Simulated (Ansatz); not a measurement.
Cost and result for the atomization energy of `O[SiH2]OCS` (11 atoms, 10 bonds).

```xyz
11

O    -1.110   -1.516   -1.055
Si   -1.320   -0.546    0.245
O     0.092   -0.160    1.017
C     0.928    0.867    0.597
S     1.543    0.708   -1.111
H    -0.551   -1.149   -1.746
H    -2.120   -1.316    1.214
H    -1.960    0.741   -0.145
H     0.419    1.838    0.602
H     1.781    0.915    1.273
H     2.298   -0.382   -0.892
```

Total charge 0; spin multiplicity 1. The structure was optimised at the PBE0-D4/def2-TZVP level. It is one conformer, not always the lowest. Program: Ansatz. All runs use 4 threads of an Arm Neoverse V2 on a shared host. Times are those of one run each, without the atoms' runs, and a repeat can differ threefold. Electronic energies, without spin–orbit coupling; frozen cores. CCSD(T)/CBS adds CCSD(T) − MP2 in def2-TZVPP to the MP2 limit, and its time is that of the two runs behind it. T1 = 0.012. B3LYP takes the VWN-RPA correlation (the form of Gaussian; ORCA's B3LYP/G).

CCSD(T)/CBS is a level of theory with its own doubt, some kJ/mol a heavy atom from the limit and from the frozen cores, so smaller differences don't rank the functionals.

```csv
level,functions,wall time
PBE-D4/def2-TZVPP (with forces),261,2.7 s
PBE0-D4/def2-TZVPP,261,3.5 s
r2SCAN-D4/def2-TZVPP (with forces),261,5.5 s
B3LYP-D4/def2-TZVPP (with forces),261,5.5 s
B2PLYP/def2-TZVPP,261,6 s
ωB97X-V/def2-TZVPP,261,8.5 s
ωB97M-V/def2-TZVPP (with forces),261,13 s
MP2/def2-QZVPP,491,23 s
CCSD(T)/def2-TZVPP,261,3.1 min
CCSD(T)/CBS(def2),–,3.5 min
```

**Question.** What atomization energy does each give, and how far from CCSD(T)/CBS? (An estimate is asked.)

**Answer.** Ansatz gave: 
```tsv
level	atomization (kcal/mol)	difference from CCSD(T)/CBS	per bond
PBE-D4/def2-TZVPP (with forces)	960.8	8.8	0.9
PBE0-D4/def2-TZVPP	941.5	-10.5	-1.0
r2SCAN-D4/def2-TZVPP (with forces)	949.9	-2.1	-0.2
B3LYP-D4/def2-TZVPP (with forces)	944.9	-7.1	-0.7
B2PLYP/def2-TZVPP	935.6	-16.4	-1.6
ωB97X-V/def2-TZVPP	952.5	0.5	0.1
ωB97M-V/def2-TZVPP (with forces)	953.0	1.0	0.1
MP2/def2-QZVPP	958.1	6.1	0.6
CCSD(T)/def2-TZVPP	923.2	-28.8	-2.9
CCSD(T)/CBS(def2)	952.0	0.0	0.0
```

From PBE to PBE0 (25 % exact exchange), in def2-TZVPP and without D4, the atomization energy moves by −18.4 kcal/mol: exact exchange takes away binding that semilocal exchange gives to molecules. The D4 term adds +9.7 kcal/mol with B3LYP and +5.1 kcal/mol with PBE0; it sums over pairs of atoms, weighted by their polarisabilities, and B3LYP, whose exchange is more repulsive, gets the larger term. In def2-TZVPP, CCSD(T) changes the Hartree–Fock value by +250.9 kcal/mol (the triples alone add +14.9 kcal/mol) and MP2 by +268.6 kcal/mol; breaking electron pairs costs correlation energy, which Hartree–Fock lacks.
